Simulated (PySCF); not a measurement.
# How methods differ on the excitation energy of Be

Be [He] 2s2 (1S) → Be [He] 2p2 (3P), as a difference of total energies. Calculation: PySCF 2.14, in x2c-TZVPPall with one added diffuse shell of s type (6s3p1d, 20 functions); scalar relativity by spin-free X2C-1e. Correlated levels: valence: 1s2 frozen; valence and next inner shell: nothing frozen. The calculations carry no spin-orbit coupling.

| method | excitation energy (cm⁻¹) | error (cm⁻¹) |
| --- | --- | --- |
| UHF | 52252 | -7444 |
| LDA | 48588 | -11108 |
| PBE | 48234 | -11462 |
| PBE0 | 50487 | -9209 |
| r2SCAN | 49114 | -10582 |
| r2SCANh | 49869 | -9827 |
| PW91 | 48383 | -11313 |
| wB97M-V | 53706 | -5990 |
| BLYP | 49541 | -10155 |
| MP2 (valence) | 56957 | -2739 |
| SCS-MP2 (valence) | 58784 | -912 |
| MP2 (valence and next inner shell) | 56971 | -2725 |
| SCS-MP2 (valence and next inner shell) | 58849 | -847 |

Reference: 59696 cm⁻¹ (measured; NIST levels, between the centres of gravity of the two terms).

Errors of the correlated levels include the incompleteness of this basis and the frozen core.

The basis was made for the ground configuration and has no added diffuse functions, so the excitation energy can come out too high.
